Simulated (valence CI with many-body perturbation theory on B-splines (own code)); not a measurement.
## Level structure of Pr LIV

Calculated by relativistic CI+MBPT: four valence electrons over a frozen Dirac-Fock core [He], a basis of 11 s, 11 p, 9 d, 7 f, 5 g, 2 h, 1 i functions for each j, with the one-electron correlation potential Σ1, the two-electron term Σ2, the three-electron term Σ3, Breit, model QED; selected CI, second order for the rest (own B-spline code, finite nucleus).

No measured spectrum was set against this ion. As an estimate, large intervals hold to a few tenths of a per cent, small ones and those within an open d or f shell to about a per cent. Among the levels kept, up to 270 cm⁻¹ of a level comes from second order outside the variational space, and about a tenth of that is noise between levels of different J, which matters for small intervals.

Levels 1 to 45 of 116, with energies above the lowest level, (2s^2 2p1/2^2) J=0. "Leading %" is the weight of the configuration and term that name the level; weights of strongly mixed levels are sums over their largest components and can fall short. In the jj column 3d3/2^4 stands for four electrons in 3d with j = 3/2. Lifetimes count E1, E2, E3, M1 and M2 decay at the calculated energies, and are blank where another channel may lead or the interval is too uncertain; long ones can be off by a factor of two.

```tsv
No.	Configuration	Term	J	E (eV)	Leading %	Lifetime	g	Leading jj
1	2s2.2p2	3P	0	0.0	70			2s^2 2p1/2^2 (100 %)
2	2s2.2p2	3P	1	498.6	100	1.25 ns	1.480	2s^2 2p1/2 2p3/2 (100 %)
3	2s2.2p2	1D	2	515.3	64	628 ns	1.157	2s^2 2p1/2 2p3/2 (100 %)
4	2s.2p3	3P°	2	710.6	46	55.3 ps	1.543	2s 2p1/2^2 2p3/2 (99 %)
5	2s.2p3	3D°	1	777.7	34	599 fs	1.096	2s 2p1/2^2 2p3/2 (99 %)
6	2s2.2p2	3P	2	1028.5	63	318 ps	1.297	2s^2 2p3/2^2 (99 %)
7	2s2.2p2	1S	0	1074.2	69	255 ps		2s^2 2p3/2^2 (99 %)
8	2s.2p3	5S°	2	1189.4	49	2.74 ps	1.549	2s 2p1/2 2p3/2^2 (99 %)
9	2s.2p3	3D°	3	1227.4	100	2.89 ps	1.309	2s 2p1/2 2p3/2^2 (100 %)
10	2s.2p3	3P°	0	1270.1	100	743 fs		2s 2p1/2 2p3/2^2 (100 %)
11	2s.2p3	3S°	1	1286.9	48	387 fs	1.298	2s 2p1/2 2p3/2^2 (99 %)
12	2s.2p3	1D°	2	1297.1	73	394 fs	1.064	2s 2p1/2 2p3/2^2 (99 %)
13	2s.2p3	3P°	1	1300.4	58	567 fs	1.332	2s 2p1/2 2p3/2^2 (99 %)
14	2p4	3P	2	1523.4	69	416 fs	1.325	2p1/2^2 2p3/2^2 (99 %)
15	2p4	1S	0	1572.6	62	350 fs		2p1/2^2 2p3/2^2 (99 %)
16	2s.2p3	3P°	2	1767.4	52	782 fs	1.420	2s 2p3/2^3 (99 %)
17	2s.2p3	1P°	1	1831.5	39	298 fs	1.186	2s 2p3/2^3 (99 %)
18	2p4	3P	1	2032.8	100	260 fs	1.481	2p1/2 2p3/2^3 (100 %)
19	2p4	1D	2	2049.9	69	277 fs	1.129	2p1/2 2p3/2^3 (100 %)
20	2p4	3P	0	2584.2	63	197 fs		2p3/2^4 (100 %)
21	2s2.2p.3s	3P°	0	6162.0	99	13.1 fs		2s^2 2p1/2 3s (99 %)
22	2s2.2p.3s	3P°	1	6165.0	67	10.4 fs	1.317	2s^2 2p1/2 3s (99 %)
23	2s2.2p.3p	3D	1	6225.8	73	954 fs	0.648	2s^2 2p1/2 3p1/2 (99 %)
24	2s2.2p.3p	3P	0	6259.6	68	363 fs		2s^2 2p1/2 3p1/2 (99 %)
25	2s.2p2.3s	5P	1	6348.3	39	14.9 fs	1.973	2s 2p1/2^2 3s (86 %)
26	2s.2p2.3s	3P	0	6381.3	70	14.5 fs		2s 2p1/2^2 3s (98 %)
27	2s2.2p.3p	3D	2	6391.0	53	637 fs	1.155	2s^2 2p1/2 3p3/2 (99 %)
28	2s2.2p.3p	3P	1	6396.1	41	106 fs	1.580	2s^2 2p1/2 3p3/2 (87 %)
29	2s.2p2.3p	3P°	1	6421.1	31	3.17 fs	1.365	2s 2p1/2^2 3p1/2 (94 %)
30	2s.2p2.3p	3P°	0	6422.6	48	302 fs		2s 2p1/2^2 3p1/2 (98 %)
31	2s2.2p.3d	3F°	2	6441.7	74	9.66 fs	0.751	2s^2 2p1/2 3d3/2 (100 %)
32	2s2.2p.3d	3D°	1	6465.2	49	1.47 fs	0.857	2s^2 2p1/2 3d3/2 (95 %)
33	2s2.2p.3d	3P°	2	6494.4	47	1.66 fs	1.282	2s^2 2p1/2 3d5/2 (98 %)
34	2s2.2p.3d	3F°	3	6497.7	47	1.77 fs	1.101	2s^2 2p1/2 3d5/2 (100 %)
35	2s.2p2.3p	3P°	2	6583.4	33	94.0 fs	1.525	2s 2p1/2^2 3p3/2 (97 %)
36	2s.2p2.3p	3D°	1	6588.0	33	4.45 fs	1.117	2s 2p1/2^2 3p3/2 (98 %)
37	2s.2p2.3d	3D	1	6633.5	43	11.9 fs	0.449	2s 2p1/2^2 3d3/2 (99 %)
38	2s.2p2.3d	3D	2	6638.5	30	8.37 fs	1.146	2s 2p1/2^2 3d3/2 (96 %)
39	2s.2p2.3d	3D	3	6684.1	35	1.78 fs	1.349	2s 2p1/2^2 3d5/2 (98 %)
40	2s2.2p.3s	3P°	2	6689.7	98	16.7 fs	1.481	2s^2 2p3/2 3s (98 %)
41	2s2.2p.3s	1P°	1	6696.3	66	8.44 fs	1.137	2s^2 2p3/2 3s (98 %)
42	2s.2p2.3d	3F	2	6699.4	31	1.87 fs	1.012	2s 2p1/2^2 3d5/2 (95 %)
43	2s2.2p.3p	3P	1	6765.9	51	309 fs	1.455	2s^2 2p3/2 3p1/2 (96 %)
44	2s2.2p.3p	3D	2	6768.4	45	365 fs	1.165	2s^2 2p3/2 3p1/2 (97 %)
45	2s.2p2.3s	5P	2	6823.7	85	18.8 fs	1.740	2s 2p1/2 2p3/2 3s (98 %)
```

The ionisation energy to 2s2.2p 2P°_1/2 of the next ion comes out as 10960 eV (NIST: 10959 ± 5 eV (theoretical)). All 116 levels together are meant to be complete up to 7252.5 eV.
